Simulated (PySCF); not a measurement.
**Correlation energy of Pt²⁺ (platinum, charge +2)**

[Xe] 4f14 5d8, high-spin 3F determinant. All numbers are calculated (PySCF 2.14, a scalar-relativistic core potential, in aug-cc-pVDZ-PP with ECP60MDF (5s5p4d2f, 54 functions)). Frozen: 5s2 5p6; 8 electrons correlated.

```json
{"level": "CCSD", "correlation energy (mhartree)": "-160.04"}
{"level": "(T)", "correlation energy (mhartree)": "-2.77"}
{"level": "CCSD(T)", "correlation energy (mhartree)": "-162.81"}
```

Diagnostics: T1 = 0.0042, D1 = 0.0065, largest double amplitude 0.034.

Spin-orbit coupling, absent here, splits the open shell strongly.

Cost of the coupled-cluster step: about 5 core-seconds, for 8 correlated electrons.

Iterations:

```
CC2 = 0
CCSD nocc = (np.int64(5), np.int64(3)), nmo = (50, 50)
frozen orbitals [[0, 1, 2, 3], [0, 1, 2, 3]]
max_cycle = 100
direct = 0
conv_tol = 1e-08
conv_tol_normt = 1e-06
diis_space = 8
diis_start_cycle = 0
Init t2, MP2 energy = -0.156319733014683
Init E_corr(UCCSD) = -0.156319733015786
cycle = 1  E_corr(UCCSD) = -0.158142913726926  dE = -0.00182318071  norm(t1,t2) = 0.0254001
cycle = 2  E_corr(UCCSD) = -0.159254897453862  dE = -0.00111198373  norm(t1,t2) = 0.0111479
cycle = 3  E_corr(UCCSD) = -0.159972648732191  dE = -0.000717751278  norm(t1,t2) = 0.00698244
cycle = 4  E_corr(UCCSD) = -0.160050221317507  dE = -7.75725853e-05  norm(t1,t2) = 0.0023364
cycle = 5  E_corr(UCCSD) = -0.160029559607312  dE = 2.06617102e-05  norm(t1,t2) = 0.000779064
cycle = 6  E_corr(UCCSD) = -0.160039884262548  dE = -1.03246552e-05  norm(t1,t2) = 0.000223755
cycle = 7  E_corr(UCCSD) = -0.160039783520718  dE = 1.0074183e-07  norm(t1,t2) = 3.0789e-05
cycle = 8  E_corr(UCCSD) = -0.160039664308351  dE = 1.19212367e-07  norm(t1,t2) = 6.17372e-06
cycle = 9  E_corr(UCCSD) = -0.160039679937026  dE = -1.56286752e-08  norm(t1,t2) = 1.58638e-06
cycle = 10  E_corr(UCCSD) = -0.160039684015392  dE = -4.07836567e-09  norm(t1,t2) = 3.92933e-07
UCCSD converged
E(UCCSD) = -117.7741525642771  E_corr = -0.1600396840153917
UCCSD(T) correction = -0.00276794078096352
```
